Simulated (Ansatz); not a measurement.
```yaml
crystal:
  periodic: [false, false, false]
  atoms:
    - {symbol: N, position_ang: [1.129789, 0.943435, 0.348871]}
    - {symbol: Zr, position_ang: [-0.279512, -0.222744, -0.493792]}
    - {symbol: O, position_ang: [-1.002992, -1.283505, 0.911529]}
    - {symbol: F, position_ang: [0.534878, -1.234106, -1.892740]}
    - {symbol: Cl, position_ang: [-1.955620, 1.136737, -1.479913]}
    - {symbol: H, position_ang: [1.261564, 1.087172, 1.340546]}
    - {symbol: H, position_ang: [1.819402, 1.483339, -0.157298]}
    - {symbol: H, position_ang: [-1.507518, -1.910319, 1.422797]}
basis:
  gaussian: {orbitals: def2-SVP, final_grid: {core_spheres: 8, valence_spheres: 7, degree: 23}}
magnetization: {spin_polarized: true, initial_magnetization: 2}
hamiltonian: {xc: {name: CAM-B3LYP}}
output: {forces: true}
```

```sh
$ ansatz run in.yaml --threads 4 --pin off --events-out ev --progress --plain --max-ram 10444MiB
```

Output, abridged:

```
Functional definition: CAM-B3LYP
1042 factors; integrals over basis functions are off by at most 1.2e-3 eV
287 factors; integrals over basis functions are off by at most 1.0e-5 eV
mean field evaluation 1: about -20081.6100 eV, gradient 5.9e1 eV
mean field evaluation 2: about -20053.9420 eV, gradient 1.0e2 eV
mean field evaluation 4: about -20095.7866 eV, gradient 6.0e0 eV
mean field evaluation 8: about -20096.2285 eV, gradient 1.1e0 eV
mean field evaluation 16: about -20096.4263 eV, gradient 1.1e-1 eV
mean field evaluation 32: about -20096.4291 eV, gradient 1.0e-2 eV
mean field evaluation 64: about -20096.4292 eV, gradient 1.5e-5 eV
mean field -20096.42918688 eV, -738.5301507689 hartree, gradient 9.8e-6 eV, S^2 2.005167; 6 other end points of the search recorded, 0 dependent functions left out
reference -20096.42934727 eV, -738.5301566632 hartree; 29, 27 occupied and 77, 79 virtual orbitals, 1042 factors
Total energy: -20096.42934727 eV, -738.5301566632 hartree
Atom 0 at     1.129789     0.943435     0.348871 Å, force     2.567416     1.985262     0.846438 eV/Å
Atom 1 at    -0.279512    -0.222744    -0.493792 Å, force    -3.244558    -1.912721    -3.398938 eV/Å
Atom 2 at    -1.002992    -1.283505     0.911529 Å, force    -0.536027    -0.894759     1.755386 eV/Å
Atom 3 at     0.534878    -1.234106    -1.892740 Å, force     0.815351    -0.685091    -0.568330 eV/Å
Atom 4 at    -1.955620     1.136737    -1.479913 Å, force    -0.591374     0.685232    -0.170449 eV/Å
Atom 5 at     1.261564     1.087172     1.340546 Å, force     0.504439     0.238881     1.445493 eV/Å
Atom 6 at     1.819402     1.483339    -0.157298 Å, force     0.590544     0.718450    -0.026564 eV/Å
Atom 7 at    -1.507518    -1.910319     1.422797 Å, force    -0.105791    -0.135253     0.116964 eV/Å
Dipole moment:     0.868621     0.353119     1.005154 e Å
```

Hardware: 4 threads of an Arm Neoverse V2 on a shared host. Wall time 7 s, peak host memory 0.33 GiB.
